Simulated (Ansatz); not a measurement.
A short molecular-dynamics run on GaH$_{6}$OPSi, SMILES `OP[SiH2][GaH2]`.

```yaml
crystal:
  periodic: [false, false, false]
  atoms:
    - {symbol: O, position_ang: [-0.353329, 1.308898, -0.625393]}
    - {symbol: P, position_ang: [-1.060746, -0.087080, -1.360263]}
    - {symbol: Si, position_ang: [0.046692, -1.455173, 0.099786]}
    - {symbol: Ga, position_ang: [0.999891, 0.613408, 0.954120]}
    - {symbol: H, position_ang: [-0.105389, 1.967165, -1.281231]}
    - {symbol: H, position_ang: [-2.266501, -0.053332, -0.608515]}
    - {symbol: H, position_ang: [0.892802, -2.399368, -0.681533]}
    - {symbol: H, position_ang: [-0.926553, -2.261047, 0.887660]}
    - {symbol: H, position_ang: [0.386335, 1.280207, 2.235189]}
    - {symbol: H, position_ang: [2.386780, 1.086323, 0.380189]}
basis:
  gaussian: {orbitals: def2-SVP}
magnetization: {spin_polarized: true, initial_magnetization: 0}
hamiltonian: {xc: {name: PBE}, dispersion: d4}
md: {timestep: 2 fs, n_steps: 50, ensemble: nvt_nose_hoover, temperature: 1000, initial_velocities: maxwell_boltzmann, seed: 731}
```

```sh
$ ansatz run in.yaml --threads 2 --pin off --events-out ev --progress --plain --max-ram 31744MiB --backend cpu
```

```json
{"step": "0", "time (fs)": "0.0", "potential energy (eV)": "-71656.9393", "kinetic (eV)": "1.0341", "T (K)": "1000", "conserved (eV)": "-71655.9052"}
{"step": "1", "time (fs)": "2.0", "potential energy (eV)": "-71656.5769", "kinetic (eV)": "0.7820", "T (K)": "756", "conserved (eV)": "-71655.7950"}
{"step": "2", "time (fs)": "4.0", "potential energy (eV)": "-71656.3957", "kinetic (eV)": "0.5955", "T (K)": "576", "conserved (eV)": "-71655.8003"}
{"step": "3", "time (fs)": "6.0", "potential energy (eV)": "-71656.2752", "kinetic (eV)": "0.4277", "T (K)": "414", "conserved (eV)": "-71655.8479"}
{"step": "4", "time (fs)": "8.0", "potential energy (eV)": "-71656.3316", "kinetic (eV)": "0.4425", "T (K)": "428", "conserved (eV)": "-71655.8899"}
{"step": "5", "time (fs)": "10.0", "potential energy (eV)": "-71656.2800", "kinetic (eV)": "0.4422", "T (K)": "428", "conserved (eV)": "-71655.8394"}
{"step": "6", "time (fs)": "12.0", "potential energy (eV)": "-71656.1667", "kinetic (eV)": "0.3586", "T (K)": "347", "conserved (eV)": "-71655.8104"}
{"step": "7", "time (fs)": "14.0", "potential energy (eV)": "-71656.3943", "kinetic (eV)": "0.4998", "T (K)": "483", "conserved (eV)": "-71655.8979"}
{"step": "8", "time (fs)": "16.0", "potential energy (eV)": "-71656.3587", "kinetic (eV)": "0.5855", "T (K)": "566", "conserved (eV)": "-71655.7781"}
{"step": "9", "time (fs)": "18.0", "potential energy (eV)": "-71656.4156", "kinetic (eV)": "0.6787", "T (K)": "656", "conserved (eV)": "-71655.7438"}
{"step": "10", "time (fs)": "20.0", "potential energy (eV)": "-71656.1652", "kinetic (eV)": "0.4771", "T (K)": "461", "conserved (eV)": "-71655.6971"}
{"step": "11", "time (fs)": "22.0", "potential energy (eV)": "-71656.4334", "kinetic (eV)": "0.6472", "T (K)": "626", "conserved (eV)": "-71655.7974"}
{"step": "12", "time (fs)": "24.0", "potential energy (eV)": "-71655.9609", "kinetic (eV)": "0.5096", "T (K)": "493", "conserved (eV)": "-71655.4650"}
{"step": "13", "time (fs)": "26.0", "potential energy (eV)": "-71656.2027", "kinetic (eV)": "0.8011", "T (K)": "775", "conserved (eV)": "-71655.4183"}
{"step": "14", "time (fs)": "28.0", "potential energy (eV)": "-71655.7108", "kinetic (eV)": "0.3903", "T (K)": "377", "conserved (eV)": "-71655.3402"}
{"step": "15", "time (fs)": "30.0", "potential energy (eV)": "-71656.2195", "kinetic (eV)": "0.8077", "T (K)": "781", "conserved (eV)": "-71655.4347"}
{"step": "16", "time (fs)": "32.0", "potential energy (eV)": "-71655.7517", "kinetic (eV)": "0.4521", "T (K)": "437", "conserved (eV)": "-71655.3261"}
{"step": "17", "time (fs)": "34.0", "potential energy (eV)": "-71656.2692", "kinetic (eV)": "0.7034", "T (K)": "680", "conserved (eV)": "-71655.5959"}
{"step": "18", "time (fs)": "36.0", "potential energy (eV)": "-71655.8342", "kinetic (eV)": "0.3673", "T (K)": "355", "conserved (eV)": "-71655.5004"}
{"step": "19", "time (fs)": "38.0", "potential energy (eV)": "-71656.1994", "kinetic (eV)": "0.6801", "T (K)": "658", "conserved (eV)": "-71655.5565"}
{"step": "20", "time (fs)": "40.0", "potential energy (eV)": "-71656.1387", "kinetic (eV)": "0.5538", "T (K)": "536", "conserved (eV)": "-71655.6265"}
{"step": "21", "time (fs)": "42.0", "potential energy (eV)": "-71656.3723", "kinetic (eV)": "0.5717", "T (K)": "553", "conserved (eV)": "-71655.8465"}
{"step": "22", "time (fs)": "44.0", "potential energy (eV)": "-71656.2109", "kinetic (eV)": "0.5164", "T (K)": "499", "conserved (eV)": "-71655.7448"}
{"step": "23", "time (fs)": "46.0", "potential energy (eV)": "-71656.4165", "kinetic (eV)": "0.6930", "T (K)": "670", "conserved (eV)": "-71655.7790"}
{"step": "24", "time (fs)": "48.0", "potential energy (eV)": "-71656.4901", "kinetic (eV)": "0.6957", "T (K)": "673", "conserved (eV)": "-71655.8561"}
{"step": "25", "time (fs)": "50.0", "potential energy (eV)": "-71656.2218", "kinetic (eV)": "0.5796", "T (K)": "560", "conserved (eV)": "-71655.7097"}
{"step": "26", "time (fs)": "52.0", "potential energy (eV)": "-71656.3367", "kinetic (eV)": "0.7646", "T (K)": "739", "conserved (eV)": "-71655.6461"}
{"step": "27", "time (fs)": "54.0", "potential energy (eV)": "-71656.2153", "kinetic (eV)": "0.6763", "T (K)": "654", "conserved (eV)": "-71655.6201"}
{"step": "28", "time (fs)": "56.0", "potential energy (eV)": "-71656.4842", "kinetic (eV)": "0.8487", "T (K)": "821", "conserved (eV)": "-71655.7243"}
{"step": "29", "time (fs)": "58.0", "potential energy (eV)": "-71655.6134", "kinetic (eV)": "0.4127", "T (K)": "399", "conserved (eV)": "-71655.2961"}
{"step": "30", "time (fs)": "60.0", "potential energy (eV)": "-71655.9972", "kinetic (eV)": "0.8574", "T (K)": "829", "conserved (eV)": "-71655.2422"}
{"step": "31", "time (fs)": "62.0", "potential energy (eV)": "-71655.5119", "kinetic (eV)": "0.4344", "T (K)": "420", "conserved (eV)": "-71655.1871"}
{"step": "32", "time (fs)": "64.0", "potential energy (eV)": "-71655.8305", "kinetic (eV)": "0.7352", "T (K)": "711", "conserved (eV)": "-71655.2118"}
{"step": "33", "time (fs)": "66.0", "potential energy (eV)": "-71655.8699", "kinetic (eV)": "0.4929", "T (K)": "477", "conserved (eV)": "-71655.5007"}
{"step": "34", "time (fs)": "68.0", "potential energy (eV)": "-71656.1291", "kinetic (eV)": "0.6159", "T (K)": "596", "conserved (eV)": "-71655.6439"}
{"step": "35", "time (fs)": "70.0", "potential energy (eV)": "-71656.0858", "kinetic (eV)": "0.8082", "T (K)": "782", "conserved (eV)": "-71655.4175"}
{"step": "36", "time (fs)": "72.0", "potential energy (eV)": "-71655.7990", "kinetic (eV)": "0.5672", "T (K)": "549", "conserved (eV)": "-71655.3805"}
{"step": "37", "time (fs)": "74.0", "potential energy (eV)": "-71656.2693", "kinetic (eV)": "0.9575", "T (K)": "926", "conserved (eV)": "-71655.4708"}
{"step": "38", "time (fs)": "76.0", "potential energy (eV)": "-71655.4359", "kinetic (eV)": "0.6907", "T (K)": "668", "conserved (eV)": "-71654.9154"}
{"step": "39", "time (fs)": "78.0", "potential energy (eV)": "-71655.8360", "kinetic (eV)": "1.5879", "T (K)": "1536", "conserved (eV)": "-71654.4339"}
{"step": "40", "time (fs)": "80.0", "potential energy (eV)": "-71654.8250", "kinetic (eV)": "0.6493", "T (K)": "628", "conserved (eV)": "-71654.3765"}
{"step": "41", "time (fs)": "82.0", "potential energy (eV)": "-71654.9897", "kinetic (eV)": "0.8233", "T (K)": "796", "conserved (eV)": "-71654.3774"}
{"step": "42", "time (fs)": "84.0", "potential energy (eV)": "-71656.2497", "kinetic (eV)": "1.9483", "T (K)": "1884", "conserved (eV)": "-71654.5313"}
{"step": "43", "time (fs)": "86.0", "potential energy (eV)": "-71653.1630", "kinetic (eV)": "2.2677", "T (K)": "2193", "conserved (eV)": "-71651.1528"}
{"step": "44", "time (fs)": "88.0", "potential energy (eV)": "-71653.2298", "kinetic (eV)": "13.5541", "T (K)": "13107", "conserved (eV)": "-71640.0128"}
{"step": "45", "time (fs)": "90.0", "potential energy (eV)": "-71652.3945", "kinetic (eV)": "12.0764", "T (K)": "11678", "conserved (eV)": "-71640.6900"}
{"step": "46", "time (fs)": "92.0", "potential energy (eV)": "-71652.4677", "kinetic (eV)": "12.0301", "T (K)": "11634", "conserved (eV)": "-71640.7359"}
{"step": "47", "time (fs)": "94.0", "potential energy (eV)": "-71652.4524", "kinetic (eV)": "11.8501", "T (K)": "11460", "conserved (eV)": "-71640.7265"}
{"step": "48", "time (fs)": "96.0", "potential energy (eV)": "-71652.4161", "kinetic (eV)": "11.5538", "T (K)": "11173", "conserved (eV)": "-71640.7189"}
{"step": "49", "time (fs)": "98.0", "potential energy (eV)": "-71652.4741", "kinetic (eV)": "11.2549", "T (K)": "10884", "conserved (eV)": "-71640.7240"}
{"step": "50", "time (fs)": "100.0", "potential energy (eV)": "-71652.5555", "kinetic (eV)": "10.8974", "T (K)": "10538", "conserved (eV)": "-71640.7381"}
```

Velocities are drawn at the set temperature; a run this short doesn't reach equilibrium. This trajectory blows up: temperature and conserved energy run away, a sign of too long a time step or a failed SCF, so its later frames mean nothing.

Frames (Å, forces in eV/Å):

```xyz
10
time=0.0 fs
O    -0.353    1.309   -0.625    0.155    0.249    0.857
P    -1.061   -0.087   -1.360   -0.139   -0.554   -0.827
Si    0.047   -1.455    0.100    0.117    0.096    0.164
Ga    1.000    0.613    0.954   -0.012    0.022   -0.030
H    -0.105    1.967   -1.281    0.207    0.522   -0.499
H    -2.267   -0.053   -0.609   -0.393   -0.030    0.238
H     0.893   -2.399   -0.682    0.180   -0.203   -0.168
H    -0.927   -2.261    0.888   -0.210   -0.177    0.173
H     0.386    1.280    2.235   -0.060    0.051    0.144
H     2.387    1.086    0.380    0.155    0.024   -0.053
10
time=6.0 fs
O    -0.417    1.297   -0.678    0.707    0.366    4.420
P    -1.006   -0.074   -1.304   -2.346   -2.463   -2.642
Si    0.039   -1.446    0.083   -0.486   -1.546    1.171
Ga    0.993    0.608    0.947    1.372    0.189    0.071
H    -0.166    1.956   -1.254    0.964    2.721   -2.655
H    -2.301   -0.062   -0.639    0.234   -0.086   -0.036
H     0.883   -2.433   -0.747   -0.306    0.298    0.366
H    -1.074   -2.252    0.955    1.133    0.631   -0.797
H     0.428    1.299    2.253   -0.075    0.044   -0.087
H     2.581    0.997    0.450   -1.196   -0.154    0.189
10
time=12.0 fs
O    -0.448    1.340   -0.681    2.280    4.839   -0.299
P    -0.975   -0.086   -1.276   -2.498   -1.812   -3.034
Si    0.028   -1.452    0.078    1.682    0.863    0.136
Ga    0.993    0.604    0.940   -0.464   -0.166    0.773
H    -0.199    2.072   -1.414   -0.783   -2.278    2.057
H    -2.297   -0.098   -0.658    0.307   -0.043   -0.043
H     0.808   -2.406   -0.724    0.404   -0.411   -0.262
H    -0.944   -2.100    0.835   -1.572   -1.282    1.366
H     0.442    1.332    2.246   -0.131   -0.064   -0.208
H     2.448    0.871    0.564    0.775    0.355   -0.485
10
time=18.0 fs
O    -0.445    1.444   -0.653    0.691    1.330   -2.045
P    -0.969   -0.117   -1.282   -0.830    0.723   -2.264
Si    0.030   -1.456    0.081   -0.191   -1.539    1.742
Ga    0.991    0.599    0.936    0.400    0.091    0.161
H    -0.289    2.034   -1.522   -0.211   -1.569    2.610
H    -2.239   -0.147   -0.670   -0.561    0.046    0.337
H     0.821   -2.466   -0.744   -0.123    0.219    0.266
H    -1.080   -2.203    0.967    0.989    0.495   -0.713
H     0.409    1.349    2.180   -0.191    0.047    0.118
H     2.499    0.846    0.538    0.027    0.157   -0.212
10
time=24.0 fs
O    -0.435    1.549   -0.628   -1.647   -6.501    7.975
P    -0.976   -0.141   -1.312   -1.425    1.731   -0.420
Si    0.033   -1.475    0.103    0.313   -0.710    1.021
Ga    0.990    0.595    0.933    1.182    0.608   -0.249
H    -0.319    1.943   -1.374    1.681    4.738   -8.133
H    -2.287   -0.179   -0.610    0.707    0.127   -0.382
H     0.818   -2.481   -0.702    0.045    0.105    0.063
H    -0.997   -2.212    0.948    0.201    0.123   -0.154
H     0.321    1.372    2.139    0.078   -0.122   -0.001
H     2.588    0.880    0.434   -1.136   -0.098    0.280
10
time=30.0 fs
O    -0.434    1.602   -0.586    0.327   -0.688   -3.472
P    -0.995   -0.147   -1.349    0.699    1.657   -0.331
Si    0.042   -1.500    0.135    0.659    0.668   -0.009
Ga    0.994    0.593    0.930   -1.161    0.361    0.269
H    -0.193    2.104   -1.517   -0.499   -1.567    3.123
H    -2.192   -0.173   -0.626   -0.855    0.107    0.424
H     0.842   -2.474   -0.644    0.292   -0.203   -0.220
H    -0.918   -2.239    0.940   -0.714   -0.420    0.501
H     0.253    1.360    2.105    0.189   -0.191    0.056
H     2.374    0.895    0.402    1.062    0.276   -0.341
10
time=36.0 fs
O    -0.443    1.610   -0.565    1.712    0.185   -3.849
P    -1.012   -0.134   -1.387   -0.265    1.416    1.063
Si    0.058   -1.520    0.168   -0.616   -0.742    0.360
Ga    0.994    0.593    0.927   -0.107    0.466   -0.479
H     0.048    2.207   -1.436   -1.918   -2.621    3.482
H    -2.253   -0.128   -0.577    0.547    0.062   -0.476
H     0.935   -2.506   -0.635   -0.391    0.351    0.294
H    -1.025   -2.368    1.058    1.023    0.875   -0.956
H     0.244    1.291    2.101    0.112    0.058    0.390
H     2.403    0.983    0.288   -0.097   -0.049    0.172
10
time=42.0 fs
O    -0.447    1.580   -0.566   -0.613   -2.435    0.516
P    -1.029   -0.105   -1.416    1.149    1.062    0.796
Si    0.068   -1.544    0.205    1.053    2.225   -1.468
Ga    0.993    0.596    0.922    0.262    0.641   -0.337
H     0.149    2.070   -1.140    0.446    0.236   -0.921
H    -2.211   -0.061   -0.636   -0.453    0.031    0.194
H     0.935   -2.458   -0.561    0.265   -0.396   -0.340
H    -0.884   -2.274    0.932   -1.512   -1.048    1.082
H     0.286    1.227    2.205    0.332   -0.027   -0.042
H     2.449    1.068    0.211   -0.931   -0.290    0.520
10
time=48.0 fs
O    -0.453    1.504   -0.563   -1.449   -2.313    1.315
P    -1.035   -0.064   -1.435    0.478    0.441    1.220
Si    0.086   -1.550    0.228   -0.956    0.192   -0.468
Ga    0.992    0.601    0.916   -1.567   -0.285    1.122
H     0.232    1.918   -1.047    1.484    1.028   -1.706
H    -2.267    0.015   -0.668    0.187   -0.144   -0.198
H     0.979   -2.499   -0.562   -0.278    0.072    0.111
H    -1.034   -2.369    1.000    0.816    0.578   -0.552
H     0.431    1.157    2.305    0.148    0.001   -0.206
H     2.255    1.079    0.271    1.138    0.431   -0.637
10
time=54.0 fs
O    -0.463    1.398   -0.552    3.942    1.867   -2.104
P    -1.035   -0.019   -1.443   -0.015   -1.065    0.726
Si    0.095   -1.550    0.244   -0.971    0.155   -0.953
Ga    0.986    0.606    0.914    0.321   -0.057    0.153
H     0.391    1.812   -1.179   -3.357   -1.350    2.255
H    -2.304    0.046   -0.738    0.159   -0.214   -0.142
H     0.955   -2.537   -0.543   -0.215    0.147    0.154
H    -1.027   -2.355    0.970    0.616    0.421   -0.267
H     0.626    1.096    2.355   -0.136    0.252    0.151
H     2.310    1.188    0.184   -0.344   -0.156    0.028
10
time=60.0 fs
O    -0.445    1.301   -0.543    3.699    3.675   -1.747
P    -1.034    0.015   -1.443   -0.110   -3.014   -0.561
Si    0.096   -1.543    0.246    0.036    1.664   -1.729
Ga    0.980    0.610    0.914    1.185    0.253    0.264
H     0.301    1.724   -1.254   -2.638   -1.028    2.760
H    -2.320    0.008   -0.842   -0.408   -0.096    0.284
H     0.880   -2.549   -0.494    0.415   -0.352   -0.312
H    -0.924   -2.274    0.921   -1.158   -0.761    0.962
H     0.784    1.106    2.425   -0.173    0.109   -0.325
H     2.306    1.266    0.081   -0.846   -0.451    0.404
10
time=66.0 fs
O    -0.398    1.252   -0.528   -3.571   -1.137    5.173
P    -1.036    0.017   -1.447   -1.203   -3.282   -0.371
Si    0.093   -1.522    0.230   -1.662   -0.996   -0.400
Ga    0.979    0.615    0.916   -0.029   -0.555    1.306
H     0.106    1.688   -1.096    3.980    4.016   -4.249
H    -2.410   -0.057   -0.876    0.822    0.162   -0.086
H     0.896   -2.627   -0.510   -0.282    0.509    0.297
H    -1.060   -2.345    1.086    1.180    0.865   -0.825
H     0.880    1.156    2.406   -0.315    0.032   -0.141
H     2.075    1.220    0.074    1.079    0.386   -0.704
10
time=72.0 fs
O    -0.359    1.236   -0.478    1.161    4.711   -2.829
P    -1.047   -0.016   -1.457    1.381   -1.545   -0.280
Si    0.072   -1.509    0.207    0.038    1.139   -1.117
Ga    0.979    0.619    0.922    1.238   -0.068   -0.411
H     0.143    2.074   -1.161   -2.131   -3.454    2.830
H    -2.328   -0.078   -0.899   -0.846    0.136    0.647
H     0.855   -2.580   -0.459    0.253   -0.202   -0.275
H    -0.888   -2.187    1.041   -0.966   -0.606    0.683
H     0.876    1.227    2.349   -0.243    0.155    0.286
H     2.101    1.247   -0.089    0.115   -0.266    0.466
10
time=78.0 fs
O    -0.323    1.260   -0.443   -0.284    4.185   -2.986
P    -1.048   -0.067   -1.467    0.012    0.131    1.349
Si    0.048   -1.485    0.172   -0.631    0.020    0.252
Ga    0.985    0.622    0.928    1.653    0.532   -0.378
H    -0.049    2.276   -0.996   -1.232   -4.335    2.060
H    -2.376   -0.052   -0.772    0.781   -0.028   -0.360
H     0.870   -2.569   -0.477   -0.066    0.055   -0.097
H    -0.940   -2.161    1.151    0.202    0.148   -0.550
H     0.789    1.335    2.353   -0.052   -0.211   -0.289
H     2.204    1.209   -0.135   -0.384   -0.498    0.999
10
time=84.0 fs
O    -0.322    1.295   -0.422   -0.810    3.037   -2.681
P    -1.047   -0.119   -1.465    1.043    1.005    0.876
Si    0.018   -1.457    0.136   -0.573   -0.824    0.901
Ga    0.999    0.627    0.932   -0.055   -0.104    0.540
H    -0.209    2.290   -0.896   -0.472   -3.680    1.414
H    -2.251   -0.032   -0.718   -0.519   -0.137    0.129
H     0.872   -2.546   -0.534   -0.361    0.322    0.148
H    -1.016   -2.145    1.160    0.703    0.409   -1.065
H     0.676    1.384    2.286   -0.055   -0.183    0.033
H     2.225    1.018    0.117    1.100    0.156   -0.296
10
time=90.0 fs
O    -0.338    1.223   -0.381   -0.674   -1.752   -1.192
P    -1.035   -0.160   -1.452    0.396    2.193    1.419
Si   -0.016   -1.436    0.107    1.278    0.917   -1.195
Ga    1.014    0.632    0.938    0.494    0.774   -0.351
H    -0.510    3.720   -1.524    0.013   -0.147    0.059
H    -2.244   -0.059   -0.649   -0.112   -0.257   -0.468
H     0.796   -2.449   -0.568    0.587   -0.521   -0.277
H    -0.962   -2.052    0.919   -1.723   -0.956    1.555
H     0.543    1.374    2.229    0.070    0.025    0.291
H     2.520    0.829    0.351   -0.331   -0.276    0.158
10
time=96.0 fs
O    -0.370    1.053   -0.334   -0.126   -0.807   -0.943
P    -1.020   -0.178   -1.426   -0.875    1.995    0.154
Si   -0.043   -1.411    0.071   -0.346   -2.439    1.112
Ga    1.031    0.641    0.944    1.271    0.514    0.671
H    -0.786    6.156   -2.642    0.000   -0.001    0.000
H    -2.304   -0.170   -0.702    0.187   -0.235   -0.603
H     0.846   -2.456   -0.650   -0.230    0.333    0.435
H    -1.219   -2.129    0.958    1.224    0.733   -0.695
H     0.434    1.356    2.249    0.335   -0.126   -0.199
H     2.736    0.586    0.606   -1.440    0.033    0.067
10
time=100.0 fs
O    -0.393    0.932   -0.315    0.190    0.723   -0.031
P    -1.014   -0.177   -1.407   -0.436    1.041   -2.022
Si   -0.061   -1.409    0.055    0.150   -2.515    1.338
Ga    1.046    0.648    0.949    0.301   -0.042    1.096
H    -0.964    7.732   -3.365    0.000    0.000    0.000
H    -2.309   -0.288   -0.851   -0.775   -0.062    0.127
H     0.860   -2.424   -0.642   -0.172    0.144    0.356
H    -1.222   -2.078    0.902    0.897    0.430   -0.392
H     0.419    1.326    2.238    0.181    0.063   -0.087
H     2.629    0.427    0.787   -0.335    0.219   -0.386
```

Hardware: 2 threads of an AMD EPYC 7R13 on a shared host. Wall time 2.4 min, peak host memory 0.32 GiB.
